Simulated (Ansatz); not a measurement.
```yaml
crystal:
  periodic: [false, false, false]
  atoms:
    - {symbol: C, position_ang: [-0.566938, 0.915987, 0.957177]}
    - {symbol: C, position_ang: [-0.051791, 0.078408, 0.075463]}
    - {symbol: O, position_ang: [1.080965, -0.758255, 0.246907]}
    - {symbol: Al, position_ang: [0.445419, -0.999128, -1.340502]}
    - {symbol: H, position_ang: [-0.129771, 1.031914, 1.944780]}
    - {symbol: h, position_ang: [-1.439574, 1.502395, 0.702928]}
    - {symbol: H, position_ang: [0.722890, -1.839420, -2.632452]}
basis:
  gaussian: {orbitals: 6-31G}
hamiltonian: {xc: {name: PBE-QIDH}, pseudopotentials: {relativity: none}}
```

```sh
$ ansatz run in.yaml --threads 2 --pin off --events-out ev --progress --plain --max-ram 4352MiB
```

Shortened log:

```
Error: YAML parse error: error: line 9 column 16: `h` is not an element symbol (H … Og, case-exact)
 7 |     - {symbol: Al, position_ang: [0.445419, -0.999128, -1.340502]}
 8 |     - {symbol: H, position_ang: [-0.129771, 1.031914, 1.944780]}
 9 |     - {symbol: h, position_ang: [-1.439574, 1.502395, 0.702928]}
10 |     - {symbol: H, position_ang: [0.722890, -1.839420, -2.632452]}
11 | basis:
```

Problem. What is wrong with this run?

Solution. An element symbol is wrong. The input was rejected before any iteration.
